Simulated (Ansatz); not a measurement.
Energy difference R1 + R2 → P1 + P2, each structure at its B3LYP-D3(BJ)/def2-TZVP stationary point, reached from a drawn start (curvature not checked).
P1: H atom, charge 0, multiplicity 2.
R1, H2 (SMILES [H][H]) (charge 0, multiplicity 1, Z-matrix in Å and degrees):
```
H
H 1 0.7440
```
P2, H2O (SMILES O) (charge 0, multiplicity 1, Z-matrix in Å and degrees):
```
O
H 1 0.9627
H 1 0.9627 2 105.24
```
R2: OH (SMILES [OH]), charge 0, multiplicity 2.

P less R. No zero-point or thermal terms; singlets are restricted closed shells; open shells are unrestricted; no spin–orbit coupling.

Cores are frozen in the correlated methods.

Codes used: Ansatz (Gaussian basis) for Hartree–Fock, density functionals and correlated methods. Each number belongs to the level named beside it.

Total energies in hartree:

| structure | PBE/def2-TZVPPD | B3LYP/def2-TZVPPD | CCSD(T)/aug-cc-pVQZ |
|---|---|---|---|
| P1 | -0.499616 | -0.502154 | -0.499948 |
| R1 | -1.166125 | -1.180021 | -1.173865 |
| P2 | -76.383563 | -76.469448 | -76.363535 |
| R2 | -75.685571 | -75.771556 | -75.664462 |

Problem. Work out the reaction energy at each level in kcal/mol (1 hartree = 627.50947 kcal/mol), and say how far PBE/def2-TZVPPD lies from CCSD(T)/aug-cc-pVQZ.

Solution. 
- PBE/def2-TZVPPD: (-0.499616) + (-76.383563) − (-1.166125) − (-75.685571) = -0.031483 hartree = -19.76 kcal/mol
- B3LYP/def2-TZVPPD: (-0.502154) + (-76.469448) − (-1.180021) − (-75.771556) = -0.020025 hartree = -12.57 kcal/mol
- CCSD(T)/aug-cc-pVQZ: (-0.499948) + (-76.363535) − (-1.173865) − (-75.664462) = -0.025156 hartree = -15.79 kcal/mol
PBE/def2-TZVPPD less CCSD(T)/aug-cc-pVQZ: -3.97 kcal/mol. CCSD(T)/aug-cc-pVQZ is the level counted from, the highest shown, and no exact or measured value.

Ansatz is an electronic-structure program.
